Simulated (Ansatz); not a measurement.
C$_{2}$H$_{7}$BFGa, SMILES `FBC[CH2][GaH2]`. Total charge 0; spin multiplicity 1.

Cartesian coordinates in Å:
```
F 2.371 0.921 1.254
B 1.182 0.547 0.826
C 0.913 -0.694 -0.061
C -0.279 -0.441 -0.997
Ga -1.696 0.497 0.036
H 0.251 1.252 1.192
H 0.641 -1.481 0.663
H 1.809 -1.063 -0.573
H -0.664 -1.379 -1.409
H 0.025 0.177 -1.845
H -2.308 1.872 -0.421
H -2.245 -0.208 1.335
```

(1) What are the harmonic wavenumbers in cm⁻¹ at PBE0-D4/def2-TZVP (Ansatz, finite differences of forces, unscaled)? (Estimate.)

(2) Is this a minimum?

(3) Give the ideal-gas thermochemistry at 298.15 K and 1 bar (rigid rotor, harmonic oscillator; point group C1, symmetry number 1).

(4) Rotational constants (cm⁻¹)?

Results:

(1) Ansatz gave: 56, 77, 158, 244, 319, 394, 440, 542, 552, 643, 737, 755, 912, 950, 1023, 1062, 1110, 1152, 1234, 1267, 1407, 1428, 1462, 1940, 1954, 2418, 2987, 3057, 3070, 3110.

(2) Yes, all 30 modes are real.

(3) Zero-point energy 218.1 kJ/mol; H(298) − E = 240.3 kJ/mol; entropy 363.7 J/(mol·K), of which translation 169.6, rotation 116.0, vibration 78.1; G(298) − E = 131.8 kJ/mol. Modes under 100 cm⁻¹ are hindered rotations or soft bends, so the harmonic entropy is rough.

(4) 0.2178, 0.04768, 0.04107.
